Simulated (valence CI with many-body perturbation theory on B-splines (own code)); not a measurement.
**Kr³⁰⁺: key properties**

Method: valence CI with perturbative core correlation (CI+MBPT): four valence electrons over a frozen Dirac-Fock core [He], a basis of 11 s, 11 p, 10 d, 8 f, 5 g, 2 h functions for each j, with the one-electron correlation potential Σ1, the two-electron term Σ2, the three-electron term Σ3, Breit, model QED; selected CI, second order for the rest, scaled by the run's own slope (own B-spline code, finite nucleus).

No measured spectrum was set against this ion. As an estimate, large intervals hold to a few tenths of a per cent, small ones and those within an open d or f shell to about a per cent. Among the levels kept, up to 1100 cm⁻¹ of a level comes from second order outside the variational space, and about a tenth of that is noise between levels of different J, which matters for small intervals.

Levels are named by their leading jj configuration (3d3/2^4 stands for four electrons in 3d with j = 3/2), which in mixed levels can hold well under half, so a name can repeat and another be missing.

Rates and lifetimes use the calculated energies. Strong lines usually hold to 10 to 20 %, long lifetimes can be off by a factor of two.

Q: What is the ground level?

A: (2s^2 2p1/2^2) J=0, composition 79 % 2s²2p² ³P + 20 % 2s²2p² ¹S.

Q: Among levels below 2431.0 eV, which E1 lines absorb most strongly from the ground level?

A: to (2s^2 2p1/2 3d3/2) J=1 at 0.5867 nm, f = 1.37; to (2s 2p1/2^2 3p3/2) J=1 at 0.5730 nm, f = 0.388; to (2s 2p1/2^2 2p3/2) J=1 at 6.533 nm, f = 0.113.

Q: How well does LS coupling describe the low levels?

A: Among the lowest 20 levels the leading LS term, summed over configurations, holds 69 % on average. For single configurations the figures are 68 % in LS and 91 % in jj coupling. Terms mix most in the J = 2 level at 255.9 eV, where the leading one holds 46 %.

Q: Where does the other parity begin?

A: At (2s 2p1/2^2 2p3/2) J=2, 145.7 eV.

Q: Name the longest-lived excited levels whose lifetime is computed, and their main decay.

A: (2s^2 2p1/2 2p3/2) J=2 at 59.3 eV lives 255 μs, mostly by M1 to (2s^2 2p1/2 2p3/2) J=1; (2s^2 2p1/2 2p3/2) J=1 at 49.2 eV lives 1.13 μs, mostly by M1 to (2s^2 2p1/2^2) J=0; (2s^2 2p3/2^2) J=2 at 115.9 eV lives 495 ns, mostly by M1 to (2s^2 2p1/2 2p3/2) J=1.

Q: What is the ionisation energy?

A: 3590.4 eV; NIST lists 3584 ± 4 eV (semi-empirical).
